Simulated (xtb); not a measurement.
H$_{4}$BN, charge -1, doublet, from a rough starting geometry (a state made from the parent by changing its charge; the spin is typed, not shown lowest); xtb 6.7.1 with GFN2-xTB.

xtb was given this input:
```
$ xtb mol.xyz --gfn 2 --chrg -1 --uhf 1 --opt vtight --json

# file mol.xyz
6

B     -0.70639021     0.01019942    -0.00109513
N      0.72955613    -0.03011939     0.01559081
H     -1.29420367    -0.97114796    -0.00944263
H     -1.23769403     1.09131915     0.02460815
H      1.30063880     0.75627533     0.03692592
H      1.19864162    -0.92581342     0.01530996
```

Predict the main parts of the log of this xtb run.


```
   ID    Z sym.   atoms
    1    5 B      1
    2    7 N      2
    3    1 H      3-6

           -------------------------------------------------
          |                Calculation Setup                |
           -------------------------------------------------

           -------------------------------------------------
          |                 G F N 2 - x T B                 |
           -------------------------------------------------

          ...................................................
          :                      SETUP                      :
          :.................................................:
          :  # basis functions                  12          :
          :  # atomic orbitals                  12          :
          :  # shells                            8          :
          :  # electrons                        13          :
          :  max. iterations                   250          :
          :  Hamiltonian                  GFN2-xTB          :
          :  restarted?                      false          :
          :  GBSA solvation                  false          :
          :  PC potential                    false          :
          :  electronic temp.          300.0000000     K    :
          :  accuracy                    1.0000000          :
          :  -> integral cutoff          0.2500000E+02      :
          :  -> integral neglect         0.1000000E-07      :
          :  -> SCF convergence          0.1000000E-05 Eh   :
          :  -> wf. convergence          0.1000000E-03 e    :
          :  Broyden damping             0.4000000          :
          :  net charge                         -1          :
          :  unpaired electrons                  1          :
          ...................................................

 iter      E             dE          RMSdq      gap      omega  full diag
   1     -6.1970312 -0.619703E+01  0.991E+00    3.10       0.0  T
   2     -6.2904297 -0.933985E-01  0.573E+00    4.93       1.0  T
   3     -6.3061028 -0.156731E-01  0.229E+00    4.83       1.0  T
   4     -6.3067170 -0.614195E-03  0.687E-01    4.18       1.0  T
   5     -6.3060923  0.624689E-03  0.495E-01    4.45       1.0  T
   6     -6.3072017 -0.110939E-02  0.137E-01    4.33       1.0  T
   7     -6.3072538 -0.521350E-04  0.122E-02    4.33       3.4  T
   8     -6.3072539 -0.930401E-07  0.226E-03    4.33      18.1  T
   9     -6.3072539 -0.587182E-09  0.105E-03    4.33      38.8  T
  10     -6.3072539 -0.462333E-08  0.242E-04    4.33     168.7  T
  11     -6.3072539 -0.250037E-09  0.175E-05    4.33    2334.2  T

   *** convergence criteria satisfied after 11 iterations ***

         :::::::::::::::::::::::::::::::::::::::::::::::::::::
         ::                     SUMMARY                     ::
         :::::::::::::::::::::::::::::::::::::::::::::::::::::
         :: total energy              -6.223911530016 Eh    ::
         :: gradient norm              0.097737202524 Eh/a0 ::
         :: HOMO-LUMO gap              4.326600307981 eV    ::
         ::.................................................::
         :: SCC energy                -6.307253895331 Eh    ::
         :: -> isotropic ES            0.213949674752 Eh    ::
         :: -> anisotropic ES          0.012050665485 Eh    ::
         :: -> anisotropic XC          0.003518688485 Eh    ::
         :: -> dispersion             -0.003171804463 Eh    ::
         :: repulsion energy           0.083342365314 Eh    ::
         :: add. restraining           0.000000000000 Eh    ::
         :: total charge              -1.000000000000 e     ::
         :::::::::::::::::::::::::::::::::::::::::::::::::::::

      -----------------------------------------------------------
     |                   =====================                   |
     |                        A N C O P T                        |
     |                   =====================                   |
     |               Approximate Normal Coordinate               |
     |                Rational Function Optimizer                |
      -----------------------------------------------------------
      -----------------------------------------------------------
     |                   =====================                   |
     |                        A N C O P T                        |
     |                   =====================                   |
     |               Approximate Normal Coordinate               |
     |                Rational Function Optimizer                |
      -----------------------------------------------------------

          ...................................................
          :                      SETUP                      :
          :.................................................:
          :   optimization level         verytight          :
          :   max. optcycles                   200          :
          :   ANC micro-cycles                  20          :
          :   degrees of freedom                12          :
          :.................................................:
          :   RF solver                   davidson          :
          :   write xtbopt.log                true          :
          :   linear?                        false          :
          :   energy convergence         0.1000000E-06 Eh   :
          :   grad. convergence          0.2000000E-03 Eh/α :
          :   maxmium RF displ.          1.0000000          :
          :   Hlow (freq-cutoff)         0.1000000E-01      :
          :   Hmax (freq-cutoff)         5.0000000          :
          :   S6 in model hess.         20.0000000          :
          ...................................................

generating ANC from exact Hessian ...
Using Lindh-Hessian (1995)
 Shifting diagonal of input Hessian by    0.0000000000000000
 Lowest  eigenvalues of input Hessian
    0.000000    0.000000    0.000000    0.000000    0.000000    0.000000
[...]
 * total energy  :    -6.2563964 Eh     change       -0.4255748E-04 Eh
 * total energy  :    -6.2564203 Eh     change       -0.2390733E-04 Eh
 * total energy  :    -6.2564671 Eh     change       -0.4686451E-04 Eh
 * total energy  :    -6.2565321 Eh     change       -0.6495834E-04 Eh
 * total energy  :    -6.2565785 Eh     change       -0.4642614E-04 Eh
 * total energy  :    -6.2566155 Eh     change       -0.3698210E-04 Eh
 * total energy  :    -6.2566501 Eh     change       -0.3457418E-04 Eh
 * total energy  :    -6.2566593 Eh     change       -0.9226364E-05 Eh
 * total energy  :    -6.2566600 Eh     change       -0.7405420E-06 Eh
 * total energy  :    -6.2566609 Eh     change       -0.8253748E-06 Eh
 * total energy  :    -6.2566620 Eh     change       -0.1143219E-05 Eh
 * total energy  :    -6.2566623 Eh     change       -0.2867010E-06 Eh
 * total energy  :    -6.2566623 Eh     change       -0.3295130E-07 Eh
   *** GEOMETRY OPTIMIZATION CONVERGED AFTER 36 ITERATIONS ***
[...]
          :  # electrons                        13          :
          :  max. iterations                   250          :
          :  Hamiltonian                  GFN2-xTB          :
          :  restarted?                      false          :
          :  GBSA solvation                  false          :
          :  PC potential                    false          :
          :  electronic temp.          300.0000000     K    :
          :  accuracy                    1.0000000          :
          :  -> integral cutoff          0.2500000E+02      :
          :  -> integral neglect         0.1000000E-07      :
          :  -> SCF convergence          0.1000000E-05 Eh   :
          :  -> wf. convergence          0.1000000E-03 e    :
          :  Broyden damping             0.4000000          :
          :  net charge                         -1          :
          :  unpaired electrons                  1          :
          ...................................................

 iter      E             dE          RMSdq      gap      omega  full diag
   1     -6.3063906 -0.630639E+01  0.197E-05    6.77       0.0  T
   2     -6.3063906 -0.104805E-12  0.106E-05    6.77    3863.4  T
   3     -6.3063906 -0.133227E-13  0.227E-06    6.77   18008.8  T

   *** convergence criteria satisfied after 3 iterations ***

         :::::::::::::::::::::::::::::::::::::::::::::::::::::
         ::                     SUMMARY                     ::
         :::::::::::::::::::::::::::::::::::::::::::::::::::::
         :: total energy              -6.256662320843 Eh    ::
         :: gradient norm              0.000042652134 Eh/a0 ::
         :: HOMO-LUMO gap              6.766477781403 eV    ::
         ::.................................................::
         :: SCC energy                -6.306390558086 Eh    ::
         :: -> isotropic ES            0.190232756010 Eh    ::
         :: -> anisotropic ES          0.007607476785 Eh    ::
         :: -> anisotropic XC          0.004912715223 Eh    ::
         :: -> dispersion             -0.003481888927 Eh    ::
         :: repulsion energy           0.049728237243 Eh    ::
         :: add. restraining           0.000000000000 Eh    ::
         :: total charge              -1.000000000000 e     ::
         :::::::::::::::::::::::::::::::::::::::::::::::::::::

           -------------------------------------------------
          |                Property Printout                |
           -------------------------------------------------

    * Orbital Energies and Occupations

         #    Occupation            Energy/Eh            Energy/eV
      -------------------------------------------------------------
         1        2.0000           -0.3336535              -9.0792
         2        2.0000           -0.2543389              -6.9209
         3        2.0000           -0.2099036              -5.7118
         4        2.0000           -0.1716349              -4.6704
         5        2.0000           -0.1349848              -3.6731
         6        2.0000           -0.1078199              -2.9339
         7        1.0000            0.0617365               1.6799 (HOMO)
         8                          0.3104000               8.4464 (LUMO)
         9                          0.4049908              11.0204
        10                          0.4584035              12.4738
        11                          0.4946076              13.4590
        12                          0.5435762              14.7915
      -------------------------------------------------------------
                  HL-Gap            0.2486635 Eh            6.7665 eV
             Fermi-level            0.0815133 Eh            2.2181 eV

     #   Z          covCN         q      C6AA      α(0)
     1   5 B        2.587     0.125    20.182     7.645
     2   7 N        2.546    -0.485    32.873     8.515
     3   1 H        0.892    -0.344    32.054     8.860
     4   1 H        0.868    -0.369    39.326     9.821
     5   1 H        0.860     0.040     2.461     2.457
     6   1 H        0.859     0.032     2.572     2.512

 Mol. C6AA /au·bohr⁶  :        639.461081
 Mol. C8AA /au·bohr⁸  :      11574.981904
 Mol. α(0) /au        :         39.810294

Wiberg/Mayer (AO) data.
largest (>0.10) Wiberg bond orders for each atom

 ---------------------------------------------------------------------------
     #   Z sym  total        # sym  WBO       # sym  WBO       # sym  WBO
 ---------------------------------------------------------------------------
     1   5 B    2.623 --     2 N    0.880     3 H    0.869     4 H    0.851
     2   7 N    2.861 --     5 H    0.991     6 H    0.978     1 B    0.880
     3   1 H    0.881 --     1 B    0.869
     4   1 H    0.864 --     1 B    0.851
     5   1 H    0.998 --     2 N    0.991
     6   1 H    0.999 --     2 N    0.978
 ---------------------------------------------------------------------------

Topologies differ in total number of bonds
Writing topology from bond orders to xtbtopo.mol

molecular dipole:
                 x           y           z       tot (Debye)
 q only:        0.894       0.122      -0.031
   full:        1.088       0.189       0.651       3.257
molecular quadrupole (traceless):
                xx          xy          yy          xz          yz          zz
 q only:       -3.083       0.152      -0.087       1.579      -1.172       3.170
  q+dip:       -3.305       0.888       0.947       1.305      -1.233       2.358
   full:       -2.909       0.920       0.793       1.644      -1.469       2.115

optimized geometry written to: xtbopt.xyz

           -------------------------------------------------
          | TOTAL ENERGY               -6.256662320843 Eh   |
          | GRADIENT NORM               0.000042652134 Eh/α |
          | HOMO-LUMO GAP               6.766477781403 eV   |
           -------------------------------------------------

normal termination of xtb
```
